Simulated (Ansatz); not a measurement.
Computed with Ansatz on PBE0-D4/def2-TZVP structures; ΔE is electronic, products minus reactants. CBS: MP2 limit from def2 TZ/QZ plus the TZ coupled-cluster correction, frozen cores. Functionals use def2-TZVPP. B3LYP here is the variant with VWN-RPA as its local correlation; programs differ in this. Each species was taken in one conformer, which may not be the lowest.

`B[SiH2][SiH2][SiH3]` + `O[SiH2]F` → `B[SiH2]O[SiH2]F` + disilane  (cleavage of the Si–Si bond)

```
             level  ΔE (kJ/mol)  difference from CCSD(T)/CBS
            PBE-D4        -55.5                         27.9
           PBE0-D4        -64.9                         18.5
          B3LYP-D4        -85.6                         -2.2
           ωB97X-V        -85.2                         -1.8
            B2PLYP        -90.0                         -6.6
            r2SCAN        -75.3                          8.1
             B3LYP        -89.0                         -5.6
     HF/def2-TZVPP       -120.9                        -37.5
    MP2/def2-TZVPP        -86.5                         -3.1
SCS-MP2/def2-TZVPP        -95.6                        -12.2
   CCSD/def2-TZVPP        -89.7                         -6.3
    MP2/def2-QZVPP        -87.4                         -4.0
SCS-MP2/def2-QZVPP        -96.3                        -12.9
      HF/CBS(def2)       -124.0                        -40.6
     MP2/CBS(def2)        -86.3                         -2.9
    CCSD/CBS(def2)        -89.5                         -6.1
       CCSD(T)/CBS        -83.4                            0
```

Largest T1 diagnostic among the species: 0.014.

In def2-TZVPP, CCSD(T) changes the Hartree–Fock value by +37.3 kJ/mol (the triples alone add +6.2 kJ/mol) and MP2 by +34.4 kJ/mol. From PBE to PBE0 (25 % exact exchange), in def2-TZVPP and without D4, ΔE moves by −9.4 kJ/mol.
